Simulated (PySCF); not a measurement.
PySCF input file for Si(H)(Cl)(Et)(NH2) (C2H8ClNSi), SMILES CC[SiH](N)Cl, B3LYP/pcSseg-1. Geometry: B3LYP-D3(BJ)/def2-SVP. Other conformers were not sampled.

```python
import numpy as np
from pyscf import gto, scf, dft
from pyscf.prop.nmr import rks as nmr

mol = gto.M(
    atom='''
    Si    0.09041098   -0.35115538    0.31781529
    N     0.83334225   -1.52472082   -0.70286992
    Cl    1.39328701    1.18671087    0.93417937
    C    -1.31603927    0.47572470   -0.60578453
    C    -2.41192874   -0.49366170   -1.06832391
    H    -0.33283080   -1.05078169    1.55773786
    H     1.48754078   -2.19377583   -0.30658795
    H     1.12695313   -1.25562034   -1.63832682
    H    -0.87439666    1.01023478   -1.46648411
    H    -1.73023223    1.26382105    0.04642741
    H    -3.20393875    0.02743403   -1.62983333
    H    -1.99905571   -1.28233865   -1.71648034
    H    -2.89126027   -0.99621507   -0.21217611
    ''',
    basis='pcSseg-1',
    charge=0,
    spin=0,
    max_memory=1600,
    verbose=3,
)
mf = dft.RKS(mol, xc='b3lyp')
mf.grids.level = 3
mf.conv_tol = 1e-10
mf.max_cycle = 100
mf.kernel()
n = nmr.NMR(mf)
n.verbose = 2
n.max_cycle_cphf = 60
sigma = n.kernel()
print('atom   isotropic/ppm   span/ppm')
for i, s in enumerate(sigma):
    w = np.linalg.eigvalsh((s + s.T) / 2)
    print(f'{mol.atom_symbol(i):2s}{i + 1:3d} {w.mean():14.3f} {w[2] - w[0]:11.3f}')
```

Output:

```
converged SCF energy = -885.565371682564
atom   isotropic/ppm   span/ppm
Si  1        334.462      85.270
N   2        226.045      35.277
Cl  3        858.995     275.952
C   4        164.215      28.643
C   5        169.048      18.914
H   6         26.436       8.635
H   7         30.296      17.063
H   8         30.696      15.366
H   9         30.609       8.389
H  10         30.590      10.316
H  11         30.123      12.257
H  12         30.250      10.346
H  13         30.416      10.479
```

Self-consistency was reached.
